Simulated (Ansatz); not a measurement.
Job for Ansatz (an electronic-structure program): R-wB97X-V/def2-TZVPP on CH6BP (SMILES CBP), a point of a torsion scan.

Ansatz 0.2 input:
```yaml
crystal:
  periodic: [false, false, false]
  atoms:
    - {symbol: C, position_ang: [-1.13609672, 0.08378197, -0.30385450]}
    - {symbol: B, position_ang: [-0.00072263, -0.22270789, 0.73928453]}
    - {symbol: P, position_ang: [1.80068955, 0.01166575, 0.30556844]}
    - {symbol: H, position_ang: [-1.90116581, -0.69186138, -0.30148370]}
    - {symbol: H, position_ang: [-1.64995429, 1.00190785, -0.01559475]}
    - {symbol: H, position_ang: [-0.79076946, 0.21150263, -1.32818360]}
    - {symbol: H, position_ang: [-0.28539108, -0.42930032, 1.85869666]}
    - {symbol: H, position_ang: [2.39021513, -0.95450300, 1.09638440]}
    - {symbol: H, position_ang: [1.88584778, -0.69118764, -0.87842144]}
basis:
  gaussian:
    orbitals: def2-TZVPP
hamiltonian:
  xc: {name: wB97X-V}
scf: {lower_state_search: off}
```

The log:

```
WARN ansatz: RAYON_NUM_THREADS=1 ignored (pool sized by the plan → 1); use --threads N
Functional definition: wB97X-V
these checks for a lower state are left out or cut short: stability, starts, cluster_reference, orbital_swaps, neighbouring_geometries, increment
integrals: 0.11 GiB planned
995 factors; their error is unknown
integrals: 0.15 GiB planned
256 factors; integrals over basis functions are off by at most 1.2e-5 eV
mean field: 1.00 GiB planned
mean field evaluation 1: about -11095.7881 eV, gradient 3.5e1 eV
mean field evaluation 2: about -11097.3290 eV, gradient 2.4e1 eV
mean field evaluation 4: about -11098.6604 eV, gradient 6.6e-1 eV
mean field evaluation 8: about -11098.6519 eV, gradient 4.1e-1 eV
mean field evaluation 16: about -11098.6522 eV, gradient 5.4e-5 eV
mean field -11098.65215636 eV, -407.8679438098 hartree, gradient 3.6e-6 eV, S^2 0.000000; 0 other end points of the search recorded, 0 dependent functions left out
reference -11098.65215440 eV, -407.8679437376 hartree; 16, 16 occupied and 172, 172 virtual orbitals, 995 factors
Total energy: -11098.65215440 eV, -407.8679437376 hartree
Checks for a lower state left out: stability, starts, cluster_reference, orbital_swaps, neighbouring_geometries, increment
```

Self-consistency was reached.

Cost: around 10 core-seconds (rough).
